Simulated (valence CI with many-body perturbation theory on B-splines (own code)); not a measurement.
**W⁶⁰⁺: calculated level list**

Calculated by configuration interaction combined with many-body perturbation theory (CI+MBPT): four valence electrons over a frozen Dirac-Fock core [Ne], radial functions for each j: 11 s, 11 p, 10 d, 8 f, 5 g, 2 h, with the one-electron correlation potential Σ1, the two-electron term Σ2, the three-electron term Σ3, Breit, model QED; selected CI, second order for the rest, scaled by the run's own slope (own B-spline code, finite nucleus).

The last digits are not significant, and no measured levels were compared; by estimate large intervals hold to a few tenths of a per cent, small ones and those within an open d or f shell to about a per cent. Among the levels kept, up to 580 cm⁻¹ of a level comes from second order outside the variational space, and about a tenth of that is noise between levels of different J, which matters for small intervals.

Levels 91 to 135 of 169, with energies above the lowest level, (3s^2 3p1/2^2) J=0. "Leading %" is the weight of the configuration and term that name the level; weights of strongly mixed levels are sums over their largest components and can fall short. In the jj column 3d3/2^4 stands for four electrons in 3d with j = 3/2. Lifetimes count E1, E2, E3, M1 and M2 decay at the calculated energies, and are blank where another channel may lead or the interval is too uncertain; long ones can be off by a factor of two.

| No. | Configuration | Term | J | E (eV) | Leading % | Lifetime | Second component | g | Leading jj |
| --- | --- | --- | --- | --- | --- | --- | --- | --- | --- |
| 91 | 3s.3p.3d2 | 3G° | 3 | 1415.8 | 43 | 1.75 ps | 15 % 3s.3p.3d2 3F° | 0.994 | 3s 3p1/2 3d3/2 3d5/2 (95 %) |
| 92 | 3s.3p.3d2 | 3G° | 5 | 1416.6 | 35 | 3.30 ps | 28 % 3s.3p.3d2 3H° | 1.129 | 3s 3p1/2 3d3/2 3d5/2 (97 %) |
| 93 | 3s.3p.3d2 | 3H° | 4 | 1419.2 | 48 | 1.99 ps | 20 % 3s.3p.3d2 3G° | 0.936 | 3s 3p1/2 3d3/2 3d5/2 (96 %) |
| 94 | 3s.3p.3d2 | 1D° | 2 | 1422.6 | 23 | 1.75 ps | 12 % 3s.3p.3d2 3F° | 1.010 | 3s 3p1/2 3d3/2 3d5/2 (92 %) |
| 95 | 3s.3p.3d2 | 3D° | 1 | 1429.4 | 52 | 1.23 ps | 9 % 3s.3p.3d2 3P° | 0.956 | 3s 3p1/2 3d3/2 3d5/2 (89 %) |
| 96 | 3s.3p.3d2 | 3P° | 0 | 1432.3 | 46 | 1.35 ps | 27 % 3s.3p.3d2 1S° |  | 3s 3p1/2 3d3/2 3d5/2 (90 %) |
| 97 | 3p4 | 1D | 2 | 1432.8 | 42 | 358 fs | 19 % 3p4 3P | 1.173 | 3p1/2 3p3/2^3 (60 %) |
| 98 | 3s.3p.3d2 | 5D° | 3 | 1435.8 | 28 | 323 fs | 12 % 3s.3p.3d2 5F° | 1.289 | 3s 3p1/2 3d3/2 3d5/2 (89 %) |
| 99 | 3p4 | 3P | 1 | 1438.1 | 81 | 235 fs | 7 % 3s.3p2.3d 1P | 1.444 | 3p1/2 3p3/2^3 (81 %) |
| 100 | 3s.3p.3d2 | 5D° | 2 | 1440.5 | 23 | 343 fs | 13 % 3s.3p.3d2 3P° | 1.358 | 3s 3p1/2 3d3/2 3d5/2 (97 %) |
| 101 | 3s.3p.3d2 | 3F° | 4 | 1442.1 | 40 | 336 fs | 26 % 3s.3p.3d2 5D° | 1.252 | 3s 3p1/2 3d3/2 3d5/2 (87 %) |
| 102 | 3s.3p.3d2 | 3F° | 2 | 1452.7 | 23 | 264 fs | 19 % 3s.3p.3d2 3D° | 1.164 | 3s 3p1/2 3d3/2 3d5/2 (87 %) |
| 103 | 3s.3p.3d2 | 3G° | 3 | 1454.5 | 35 | 363 fs | 18 % 3s.3p.3d2 3F° | 0.977 | 3s 3p1/2 3d3/2 3d5/2 (94 %) |
| 104 | 3s.3p2.3d | 5P | 1 | 1458.1 | 35 | 300 fs | 20 % 3s.3p2.3d 3P | 1.713 | 3s 3p3/2^2 3d3/2 (94 %) |
| 105 | 3s.3p2.3d | 3F | 3 | 1459.1 | 24 | 405 fs | 24 % 3s.3p2.3d 5D | 1.294 | 3s 3p3/2^2 3d3/2 (94 %) |
| 106 | 3s.3p2.3d | 5D | 2 | 1459.2 | 19 | 284 fs | 18 % 3s.3p2.3d 5P | 1.325 | 3s 3p3/2^2 3d3/2 (77 %) |
| 107 | 3s.3p.3d2 | 3D° | 1 | 1461.3 | 31 | 249 fs | 13 % 3s.3p.3d2 1P° | 1.054 | 3s 3p1/2 3d3/2 3d5/2 (83 %) |
| 108 | 3s.3p2.3d | 3F | 4 | 1467.2 | 45 | 402 fs | 20 % 3s.3p2.3d 5F | 1.211 | 3s 3p3/2^2 3d3/2 (96 %) |
| 109 | 3s.3p.3d2 | 3F° | 4 | 1488.9 | 30 | 1.41 ps | 25 % 3s.3p.3d2 5D° | 1.257 | 3s 3p1/2 3d5/2^2 (93 %) |
| 110 | 3s.3p2.3d | 3D | 1 | 1491.5 | 54 | 234 fs | 12 % 3s.3p2.3d 5F | 0.738 | 3s 3p3/2^2 3d3/2 (93 %) |
| 111 | 3s.3p2.3d | 3P | 0 | 1500.3 | 85 | 188 fs | 11 % 3s.3p2.3d 5D |  | 3s 3p3/2^2 3d3/2 (83 %) |
| 112 | 3s.3p.3d2 | 3D° | 2 | 1501.2 | 25 | 1.50 ps | 19 % 3s.3p.3d2 3P° | 1.329 | 3s 3p1/2 3d5/2^2 (97 %) |
| 113 | 3s.3p.3d2 | 3G° | 5 | 1502.7 | 31 | 2.23 ps | 24 % 3s.3p.3d2 5G° | 1.196 | 3s 3p1/2 3d5/2^2 (96 %) |
| 114 | 3s.3p2.3d | 3D | 2 | 1504.0 | 46 | 254 fs | 20 % 3s.3p2.3d 1D | 1.116 | 3s 3p3/2^2 3d3/2 (88 %) |
| 115 | 3s.3p2.3d | 3F | 3 | 1506.0 | 35 | 181 fs | 27 % 3s.3p2.3d 1F | 0.999 | 3s 3p3/2^2 3d3/2 (95 %) |
| 116 | 3p2.3d2 | 3F | 2 | 1506.5 | 37 | 1.69 ps | 22 % 3p2.3d2 5G | 0.770 | 3p1/2^2 3d3/2^2 (91 %) |
| 117 | 3s.3p2.3d | 3D | 1 | 1512.5 | 56 | 165 fs | 17 % 3s.3p2.3d 3P | 0.919 | 3s 3p3/2^2 3d3/2 (91 %) |
| 118 | 3s.3p.3d2 | 3F° | 3 | 1515.7 | 27 | 1.68 ps | 17 % 3s.3p.3d2 5D° | 1.217 | 3s 3p1/2 3d5/2^2 (98 %) |
| 119 | 3s.3p2.3d | 5F | 5 | 1516.9 | 59 | 1.80 ps | 40 % 3s.3p2.3d 3G | 1.306 | 3s 3p3/2^2 3d5/2 (99 %) |
| 120 | 3s.3p2.3d | 3F | 2 | 1517.4 | 27 | 139 fs | 24 % 3s.3p2.3d 3D | 1.026 | 3s 3p3/2^2 3d3/2 (82 %) |
| 121 | 3s.3p.3d2 | 3G° | 4 | 1518.1 | 30 | 1.68 ps | 16 % 3s.3p.3d2 3H° | 1.067 | 3s 3p1/2 3d5/2^2 (95 %) |
| 122 | 3s.3p2.3d | 3F | 4 | 1521.7 | 53 | 1.12 ps | 32 % 3s.3p2.3d 5D | 1.300 | 3s 3p3/2^2 3d5/2 (96 %) |
| 123 | 3s.3p.3d2 | 3D° | 3 | 1522.4 | 34 | 1.04 ps | 16 % 3s.3p.3d2 3F° | 1.151 | 3s 3p1/2 3d5/2^2 (89 %) |
| 124 | 3s.3p.3d2 | 3D° | 2 | 1525.9 | 27 | 1.18 ps | 22 % 3s.3p.3d2 3F° | 1.087 | 3s 3p1/2 3d5/2^2 (92 %) |
| 125 | 3s.3p.3d2 | 3P° | 1 | 1528.4 | 33 | 1.04 ps | 19 % 3s.3p.3d2 3D° | 1.236 | 3s 3p1/2 3d5/2^2 (92 %) |
| 126 | 3s.3p.3d2 | 3P° | 0 | 1530.3 | 76 | 1.38 ps | 16 % 3s.3p.3d2 5D° |  | 3s 3p1/2 3d5/2^2 (96 %) |
| 127 | 3p2.3d2 | 3P | 0 | 1531.7 | 57 | 4.63 ps | 28 % 3p2.3d2 5D |  | 3p1/2^2 3d3/2^2 (97 %) |
| 128 | 3s.3p2.3d | 3P | 0 | 1546.2 | 58 | 591 fs | 36 % 3s.3p2.3d 1S |  | 3s 3p3/2^2 3d5/2 (80 %) |
| 129 | 3s.3p.3d2 | 3P° | 1 | 1548.0 | 49 | 1.12 ps | 18 % 3s.3p.3d2 1P° | 1.288 | 3s 3p1/2 3d5/2^2 (93 %) |
| 130 | 3s.3p2.3d | 3P | 1 | 1551.1 | 39 | 498 fs | 23 % 3s.3p2.3d 1P | 1.471 | 3s 3p3/2^2 3d5/2 (94 %) |
| 131 | 3s.3p2.3d | 3D | 3 | 1551.4 | 45 | 687 fs | 24 % 3s.3p2.3d 1F | 1.214 | 3s 3p3/2^2 3d5/2 (95 %) |
| 132 | 3s.3p2.3d | 3D | 3 | 1568.5 | 76 | 370 fs | 6 % 3s.3p2.3d 3F | 1.293 | 3s 3p3/2^2 3d5/2 (98 %) |
| 133 | 3s.3p2.3d | 3F | 4 | 1571.2 | 62 | 259 fs | 18 % 3s.3p2.3d 1G | 1.173 | 3s 3p3/2^2 3d5/2 (98 %) |
| 134 | 3s.3p2.3d | 3D | 2 | 1572.1 | 31 | 593 fs | 26 % 3s.3p2.3d 3P | 1.257 | 3s 3p3/2^2 3d5/2 (92 %) |
| 135 | 3s.3p2.3d | 3D | 3 | 1583.3 | 49 | 292 fs | 20 % 3s.3p2.3d 1F | 1.245 | 3s 3p3/2^2 3d5/2 (95 %) |
